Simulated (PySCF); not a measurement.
Si(Cl)2(NCO)(OH) (CHCl₂NO₂Si), SMILES O=C=N[Si](O)(Cl)Cl. Atoms are numbered in the order given.

```xyz
8

O      3.3834    -1.0756    -0.4638
C      2.2495    -0.8100    -0.4680
N      1.0773    -0.5466    -0.5031
Si    -0.5099    -0.0415    -0.1573
O     -1.6026    -0.7726    -1.1298
Cl    -0.5759     1.9883    -0.3776
Cl    -0.9874    -0.5387     1.7515
H     -1.5704    -0.5898    -2.0751
```
Charge 0, spin multiplicity 1.

Coordinates come from a ωB97X-D3(BJ)/def2-SVP optimisation. This is a generated structure with no PubChem entry under its InChIKey; it may be hypothetical. The values are those of a single conformer.

Two levels are set side by side: PBE/pcSseg-1 (PySCF) and B3LYP/pcSseg-1 (PySCF). GIAO shifts against H2O (¹⁷O), HCl (³⁵Cl), NH3 (¹⁵N), TMS (²⁹Si), TMS (¹H), TMS (¹³C) at the same level; non-relativistic, no solvent, atoms listed together averaged. Without spin–orbit terms, shifts of atoms bonded to Cl or Br come out too high at both levels. Differences are taken from unrounded values.

| quantity | B3LYP | PBE | PBE minus B3LYP |
|---|---|---|---|
| δ(¹⁷O) of O1 (ppm) | 154.6 | 158.8 | 4.2 |
| δ(¹³C) of C2 (ppm) | 125.5 | 121.3 | -4.3 |
| δ(¹⁵N) of N3 (ppm) | 62.7 | 68.6 | 6.0 |
| δ(²⁹Si) of Si4 (ppm) | -51.0 | -50.6 | 0.4 |
| δ(¹⁷O) of O5 (ppm) | 89.0 | 97.6 | 8.6 |
| δ(¹H) of H8 (ppm) | 2.82 | 2.78 | -0.04 |

Rough cost on one machine, each run with all the roots and properties that it gave: B3LYP against PBE within a factor of 2.
